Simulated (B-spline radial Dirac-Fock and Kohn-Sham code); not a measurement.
# Photoelectron lines of Pt⁶⁺ at 2030 eV

System: the Pt⁶⁺ ion, [Xe] 4f14 5d4.

Method: Dirac-Hartree-Slater photoionisation with all multipoles and Dirac-Fock thresholds. Computed with an atomic code on a B-spline grid. The asymmetry parameter β is from the dipole term alone. Kinetic energies are from the vacuum level. Open shells are spread statistically over j, without multiplet splitting.

| subshell | electrons | binding (eV) | kinetic (eV) | σ (kb) | β |
| --- | --- | --- | --- | --- | --- |
| 4s | 2 | 831.7 | 1198.3 | 17.5 | 1.89 |
| 4p1/2 | 2 | 715.6 | 1314.4 | 20.8 | 1.59 |
| 4p3/2 | 4 | 624.7 | 1405.3 | 50.1 | 1.57 |
| 4d3/2 | 4 | 434.3 | 1595.7 | 60.5 | 1.28 |
| 4d5/2 | 6 | 417.5 | 1612.5 | 86.3 | 1.32 |
| 4f5/2 | 6 | 172.6 | 1857.4 | 34.2 | 1.07 |
| 4f7/2 | 8 | 169.3 | 1860.7 | 43.2 | 1.05 |
| 5s | 2 | 202.6 | 1827.4 | 4.02 | 1.90 |
| 5p1/2 | 2 | 161.7 | 1868.3 | 4.19 | 1.69 |
| 5p3/2 | 4 | 145.5 | 1884.5 | 9.39 | 1.66 |
| 5d3/2 | 1.6 | 91.34 | 1938.7 | 3.09 | 1.37 |
| 5d5/2 | 2.4 | 89.38 | 1940.6 | 4.38 | 1.38 |

Branching ratios of the spin-orbit partners (statistical value in brackets): 4p 2.41 (2.00), 4d 1.42 (1.50), 4f 1.26 (1.33), 5p 2.24 (2.00), 5d 1.42 (1.50).
